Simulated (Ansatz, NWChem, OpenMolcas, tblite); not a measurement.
**Ligand exchange: BBrF2 + CHBrF2 → BHF2 + CBr2F2**

Gas-phase species: BBrF2 `FB(F)Br`, singlet; CHBrF2 (bromodifluoromethane) `FC(F)Br`, singlet; BHF2 `FBF`, singlet; CBr2F2 (dibromodifluoromethane) `FC(F)(Br)Br`, singlet. The partners trade Br for H: B–Br and C–H bonds give way to B–H and C–Br.

Shapes, held fixed at every level: PBE0-D4/def2-TZVP. Programs: Ansatz 0.2.0, NWChem 7.3.0, OpenMolcas 26.06, tblite 0.8.0. A level may come from different programs for different species; with the same settings they agree closely. The zero-point and thermal change to 298 K, harmonic and unscaled (PBE0-D4/def2-TZVP), is -7.5 kJ/mol.

**The experiment to reproduce.** Tabulated heats of formation (Active Thermochemical Tables, NIST-JANAF tables): BBrF2 -820.1 (JANAF); CHBrF2 -424.2 (ATcT); BHF2 -733.9 (JANAF); CBr2F2 -384.5 (ATcT) kJ/mol, which give ΔH(298 K) = +125.9 kJ/mol.

```
                             level                   kind  ΔH (kJ/mol)  computed − measured
                          GFN2-xTB         semi-empirical       +101.9                -24.0
                       HF/def2-SVP           Hartree–Fock       +160.5                +34.6
                     HF/def2-TZVPP           Hartree–Fock       +149.7                +23.7
B3LYP/6-31G* (Cartesian functions)          global hybrid       +127.8                 +1.9
                PBE0-D4/def2-TZVPP          global hybrid       +132.8                 +6.9
             r2SCAN0-D4/def2-TZVPP          global hybrid       +137.3                +11.4
                      MP2/def2-SVP    perturbation theory       +140.5                +14.6
                     CCSD/def2-SVP  coupled cluster or CI       +143.8                +17.9
                CCSD(T)/def2-TZVPP  coupled cluster or CI       +132.8                 +6.8
```

Nearest: B3LYP/6-31G* (Cartesian functions) (+1.9); farthest: HF/def2-SVP (+34.6). 3 of 9 levels lie within 10 kJ/mol. The tabulated values of BBrF2, BHF2 are in doubt (older tables, estimates, or at odds with other calculations) and kept here. Relativity is left out for Br. Outer-core shells of Br are correlated, in sets that cover them unevenly.
